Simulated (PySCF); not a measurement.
PySCF input file for C₃H₃N₂, SMILES c1[nH][c]cn1, multiplicity 2, SMD-ωB97X/def2-SVP. Geometry optimised at r2SCAN-D4/def2-SVP. The isomer is the one that the SMILES or the coordinates give; other isomers of the formula were not compared.

```python
import numpy as np
from pyscf import gto, scf, dft
from pyscf.solvent import smd

mol = gto.M(
    atom='''
    C     1.17991750    0.18270251    0.00000000
    C     0.24549241    1.18867085    0.00000000
    N    -0.99995611    0.60167299    0.00000000
    C    -0.81528518   -0.70315766    0.00000000
    N     0.51659781   -1.01339774    0.00000000
    H     0.38465730    2.26769701    0.00000000
    H    -1.60103407   -1.45983077    0.00000000
    H     0.93913649   -1.93508723    0.00000000
    ''',
    basis='def2-SVP',
    charge=0,
    spin=1,
    max_memory=1600,
    verbose=3,
)
mf = dft.UKS(mol, xc='wb97x').density_fit(auxbasis='def2-universal-jkfit')
mf.grids.level = 3
mf.conv_tol = 1e-9
mf.max_cycle = 100
mf.kernel()
fine, coarse = mf.grids, dft.Grids(mol).set(level=1).build(with_non0tab=True)
for _ in range(3):  # follow internal instabilities
    mf.grids = coarse
    mo, _, stable, _ = mf.stability(return_status=True, nroots=4)
    mf.grids = fine
    if stable:
        break
    mf.kernel(mf.make_rdm1(mo, mf.mo_occ))
res = {}
for name in ['water', 'dichloromethane', 'cyclohexanone']:
    s = mf.SMD()
    s.with_solvent.solvent, s.with_solvent.sasa_ng = name, 302
    s.kernel(mf.make_rdm1())
    res[name] = (s.e_tot, s.with_solvent.get_cds(), s.dip_moment(), s.mo_energy, s.converged)
    print(f'SMD {name}: dG(solv) = {(s.e_tot - mf.e_tot) * 627.509474:.3f} kcal/mol, of which CDS {res[name][1] * 627.509474:.3f}')
```

It prints:

```

WARN: HOMO -0.212019700253476 >= LUMO -0.212019700253478

converged SCF energy = -225.293275974328  <S^2> = 0.76330114  2S+1 = 2.0132572
<class 'pyscf.df.df_jk.DFUKS'> wavefunction is stable in the internal stability analysis
converged SCF energy = -225.303707980146  <S^2> = 0.76244662  2S+1 = 2.0124081
Dipole moment(X, Y, Z, Debye):  1.91929, -4.02501, -0.00000
SMD water: dG(solv) = -6.546 kcal/mol, of which CDS 2.859
converged SCF energy = -225.309473674236  <S^2> = 0.76257569  2S+1 = 2.0125364
Dipole moment(X, Y, Z, Debye):  1.84968, -3.85361, -0.00000
SMD dichloromethane: dG(solv) = -10.164 kcal/mol, of which CDS -2.260
converged SCF energy = -225.309185527867  <S^2> = 0.76251513  2S+1 = 2.0124762
Dipole moment(X, Y, Z, Debye):  1.88203, -3.93316, -0.00000
SMD cyclohexanone: dG(solv) = -9.983 kcal/mol, of which CDS -1.379
```

Self-consistency was reached.

Cost: roughly 2.1 core-minutes.
